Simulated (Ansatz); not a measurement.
Geometry optimisation, RHF/6-31G* (Ansatz 0.2.0).

input.yaml

```yaml
crystal:
  periodic: [false, false, false]
  atoms:
    - { symbol: B, position_ang: [0.0, 0.0, 0.0] }
    - { symbol: Cl, position_ang: [0.0, 0.0, 2.21] }
    - { symbol: H, position_ang: [1.0305, 0.0, -0.595] }
    - { symbol: Cl, position_ang: [-1.6108, 0.0, -0.93] }
    - { symbol: O, position_ang: [-0.219, -1.6079, 0.5392] }
    - { symbol: Al, position_ang: [-0.9015, -2.9289, -0.4394] }
    - { symbol: H, position_ang: [-0.2335, -4.3385, -0.4212] }
    - { symbol: H, position_ang: [-2.1676, -2.677, -1.3152] }
    - { symbol: H, position_ang: [-0.1624, -1.1927, 1.6085] }
basis:
  gaussian: { orbitals: "6-31G*" }
hamiltonian:
  xc: hf
relax:
  f_tol: 0.15
  max_steps: 25
  restrain:
    - { distance: [0, 4], at: 1.41, k: 30.0 }
    - { distance: [8, 1], at: 1.37, k: 30.0 }
    - { distance: [0, 1], at: 3.06, k: 30.0 }
    - { distance: [8, 4], at: 2.21, k: 30.0 }
```

Launched with:

```bash
$ ansatz run input.yaml --threads 1 --pin off --max-ram 2048MiB --backend cpu --events-out ev --progress --plain --runs-dir out
```

**Question.** Where does it end, and by what steps?

**Answer.** The forces met the threshold. The restraints hold the end off the free minimum; the threshold counts their pulls, which the force column leaves out. Restrained pairs: B1–O5 (1.71 → 1.36 Å), Cl2–H9 (1.35 → 1.32 Å), B1–Cl2 (2.21 → 3.07 Å), O5–H9 (1.15 → 2.21 Å). After 16 steps the energy has fallen by 4.062 eV (the restraints' own energy left out); H7 moved furthest, 1.13 Å.

| step | energy less start (eV) | largest force component (eV/Å) | accepted |
| --- | --- | --- | --- |
| 0 | 0.0000 | 5.759 | yes |
| 1 | -1.1927 | 6.368 | yes |
| 2 | -2.5688 | 5.182 | yes |
| 3 | -3.4829 | 1.611 | yes |
| 4 | -3.8204 | 2.159 | yes |
| 5 | -3.9472 | 1.562 | yes |
| 6 | -3.9596 | 1.546 | yes |
| 7 | -3.9459 | 1.991 | no |
| 8 | -3.9780 | 1.517 | yes |
| 9 | -3.9888 | 1.558 | yes |
| 10 | -4.0099 | 1.451 | yes |
| 11 | -4.0301 | 1.379 | yes |
| 12 | -4.0078 | 1.485 | no |
| 13 | -4.0396 | 1.393 | yes |
| 14 | -4.0471 | 1.390 | yes |
| 15 | -4.0460 | 1.500 | yes |
| 16 | -4.0622 | 1.422 | yes |

```xyz
9
Properties=species:S:1:pos:R:3
B -0.209 -0.242 -0.415
Cl 0.175 -0.215 2.633
H 0.760 0.427 -0.386
Cl -1.752 0.553 -0.825
O -0.176 -1.584 -0.194
Al -0.984 -3.052 -0.580
H -0.867 -4.184 0.505
H -1.693 -3.186 -1.976
H 0.483 -1.262 1.895
```

Time of the run: 40 s on 1 thread of Arm Neoverse V2, on a shared host, peak memory 0.19 GiB.
